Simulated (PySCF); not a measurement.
Molecule: sum formula H9Si2N2O, charge 1, multiplicity 1. It need not be the lowest isomer of its formula. 
Structure (B3LYP-D3(BJ)/def2-TZVP (Ansatz) minimum search):
SMILES: N[SiH2][OH+][SiH2]N
```xyz
14

N     -2.3560     0.6095    -1.4748
Si    -1.6781    -0.0998    -0.1153
O      0.1087     0.0695    -0.3241
Si     1.4795    -0.5947     0.6372
N      2.6244     0.6086     0.8378
H     -2.7478     1.5392    -1.4698
H     -2.6127     0.0922    -2.3022
H     -1.8116    -1.5565    -0.0428
H     -1.9181     0.6506     1.1190
H      0.3455     0.6308    -1.0808
H      0.7103    -0.9595     1.8309
H      1.9792    -1.6856    -0.2013
H      2.5888     1.3158     1.5561
H      3.4999     0.6138     0.3369
```
Charge +1, spin multiplicity 1.

Dispersion corrections to the total energy (kcal/mol) from the dftd3 and dftd4 libraries through PySCF: D3(BJ) without and D4 with the three-body term, each with the damping fitted for the functional named.

```csv
functional,D3(BJ),D4
LC-wPBE,?,-6.71
TPSS,-8.79,-8.10
B3LYP,-12.18,?
revPBE,-16.86,-17.93
BHLYP,?,-7.47
PW6B95,-3.80,-5.16
CAM-B3LYP,-5.72,-5.20
```

### Question
Fill in the missing entries.

### Answer

- LC-wPBE, D3(BJ): -6.75
- B3LYP, D4: -9.67
- BHLYP, D3(BJ): -9.79
